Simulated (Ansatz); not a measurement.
A nudged elastic band was laid between two geometries of CH$_{9}$AlGeOSi (14 atoms, charge 0, multiplicity 1).

Theory: Ansatz 0.2.0, RKS B3LYP/def2-SVP.

```
movable images  : 2
climbing image  : yes
spring          : 5.0 eV/Å²
optimiser       : quadratic models (default)
start path      : through a guess of the saddle point
force threshold : 0.05 eV/Å
iteration limit : 60
end points      : relaxed
```

First end point:

```xyz
14
Properties=species:S:1:pos:R:3
C -1.864 0.932 1.195
O -1.048 -0.194 0.969
Si 0.528 -0.154 0.377
Al 1.407 -2.449 0.500
Ge 0.603 0.768 -1.865
H -2.098 1.472 0.257
H -2.814 0.597 1.641
H -1.393 1.653 1.892
H 1.347 0.808 1.199
H 2.922 -2.720 0.100
H 0.487 -3.665 0.938
H 2.075 0.908 -2.322
H -0.053 2.165 -1.967
H -0.112 -0.150 -2.885
```

Last end point:

```xyz
14
Properties=species:S:1:pos:R:3
C -1.842 0.544 1.534
O -1.195 0.547 0.284
Si 0.450 0.256 0.052
Al 1.129 -2.042 0.667
Ge 0.823 0.761 -2.270
H -1.479 1.359 2.190
H -2.922 0.692 1.374
H -1.707 -0.414 2.075
H 1.261 1.254 0.840
H 2.613 -2.529 0.364
H 0.109 -3.070 1.326
H 2.328 0.643 -2.606
H 0.359 2.193 -2.614
H 0.060 -0.223 -3.186
```

Question: Which bonds break or form, and what moves?

Answer: No bond is made or broken. The dihedral C1–O2–Si3–Ge5 goes from -63 to -172°.

Question: What energy profile does the band end with?

Answer: The forces met the threshold. The highest image is number 2 of 0 to 3, 5.6 kJ/mol above the first end and 3.2 kJ/mol above the last; the last end lies 2.3 kJ/mol above the first. Another band between the same ends (5 images) ends at a top of the same energy, where a vibrational analysis finds 1 clearly imaginary mode. So few images can step over the top or miss a turn of the path.

| image | path coordinate (Å) | energy (kJ/mol) | dihedral C1–O2–Si3–Ge5 (°) |
| --- | --- | --- | --- |
| 0 | 0.00 | 0.0 | -63 |
| 1 | 1.16 | 2.6 | -86 |
| 2 | 2.32 | 5.6 | -124 |
| 3 | 4.02 | 2.3 | -172 |

Question: What is the geometry of the highest image?

Answer: 
```xyz
14
Properties=species:S:1:pos:R:3
C -1.859 0.790 1.468
O -1.232 0.074 0.431
Si 0.424 -0.006 0.126
Al 1.306 -2.268 0.568
Ge 0.735 0.728 -2.153
H -1.658 1.877 1.405
H -2.948 0.639 1.391
H -1.539 0.445 2.471
H 1.134 1.017 0.977
H 2.845 -2.575 0.300
H 0.364 -3.438 1.084
H 2.237 0.809 -2.516
H 0.109 2.124 -2.370
H 0.067 -0.245 -3.153
```

Run time: 120 s on 2 threads of Arm Neoverse V1 (shared host), peak memory 0.4 GiB.
